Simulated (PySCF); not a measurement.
H₅OSi₂, SMILES [SiH2]O[SiH3], multiplicity 2.

The structure is a stationary point at B3LYP-D3(BJ)/def2-TZVP. The isomer is the one that the SMILES or the coordinates give; other isomers of the formula were not compared.

Method: B3LYP-D3(BJ)/def2-TZVP in PySCF.

Frequencies are harmonic and unscaled.

Computed normal modes with their intensities:
```tsv
mode	ν (cm⁻¹)	IR (km/mol)	moving atoms (share of kinetic energy)
1	39	0.5	H 66 %, O 28 %
2	68	0.4	H 68 %, O 27 %
3	96	0.7	O 53 %, Si 27 %, H 21 %
4	587	0.8	Si 73 %, H 16 %, O 11 %
5	707	2.8	H 91 %, Si 8 %
6	731	34.3	H 86 %, Si 9 %
7	745	81.2	H 78 %, O 14 %
8	791	129.5	H 82 %, Si 13 %
9	929	173.0	H 94 %
10	965	78.5	H 96 %
11	967	75.0	H 96 %
12	992	352.3	H 85 %, Si 13 %
13	1113	415.5	O 76 %, Si 17 %
14	2143	84.8	H 98 %
15	2186	148.7	H 96 %
16	2227	126.4	H 97 %
17	2232	109.5	H 97 %
18	2248	117.5	H 97 %
```
